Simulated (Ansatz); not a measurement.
Geometry optimisation, RKS PBE0-D4/def2-SVP in Ansatz.

Input:

```yaml
crystal:
  periodic: [false, false, false]
  atoms:
    - { symbol: B, position_ang: [0.04349, 0.032667, 0.242021] }
    - { symbol: O, position_ang: [-0.461051, -0.847961, 1.161623] }
    - { symbol: H, position_ang: [-1.277363, -1.258579, 0.853674] }
    - { symbol: F, position_ang: [1.238295, 0.604493, 0.523488] }
    - { symbol: Cl, position_ang: [-0.680795, 0.330639, -1.317439] }
    - { symbol: O, position_ang: [-0.699715, 1.809254, 1.990204] }
    - { symbol: Al, position_ang: [0.964563, 2.328962, 2.00781] }
    - { symbol: H, position_ang: [1.9577, 1.761729, 3.104431] }
    - { symbol: H, position_ang: [1.25771, 3.593084, 1.104475] }
    - { symbol: H, position_ang: [-0.908635, 0.939913, 2.394514] }
basis:
  gaussian: { orbitals: def2-SVP }
hamiltonian:
  xc: pbe0
  dispersion: d4
relax:
  f_tol: 0.03
  max_steps: 50
output:
  orbitals: {}
```

Command:

```bash
$ ansatz run input.yaml --threads 4 --pin off --max-ram 5120MiB --backend cpu --events-out ev --progress --plain --runs-dir out
```

Task: Where does it end, and by what steps?

Result: The run converged. After 16 steps the energy has fallen by 1.039 eV; H3 moved furthest, 0.69 Å. Joined: B1–O6 (2.60 → 1.50 Å).

```tsv
step	energy less start (eV)	largest force component (eV/Å)	accepted
0	0.0000	0.968	yes
1	-0.0439	1.598	yes
2	-0.1122	1.140	yes
3	-0.2103	0.873	yes
4	-0.4091	1.543	yes
5	-0.6321	1.109	yes
6	-0.7718	2.655	yes
7	-0.9095	1.208	yes
8	-0.9540	0.446	yes
9	-0.9865	0.581	yes
10	-0.9971	0.494	yes
11	-1.0290	0.218	yes
12	-1.0321	0.108	yes
13	-1.0358	0.256	yes
14	-1.0325	0.375	no
15	-1.0384	0.035	yes
16	-1.0388	0.020	yes
```

```xyz
10
Properties=species:S:1:pos:R:3
B -0.322 0.365 0.670
O -0.554 -0.850 1.255
H -0.702 -1.550 0.613
F 1.257 0.678 0.612
Cl -0.926 0.680 -1.003
O -0.594 1.478 1.633
Al 1.198 2.115 1.755
H 1.773 1.763 3.185
H 1.414 3.457 0.960
H -1.111 1.158 2.384
```

Whether the end is a true minimum wasn't checked by a vibrational analysis.

The run took 37 s on 4 threads of Arm Neoverse V1, with other jobs on the host, peak memory 0.27 GiB.
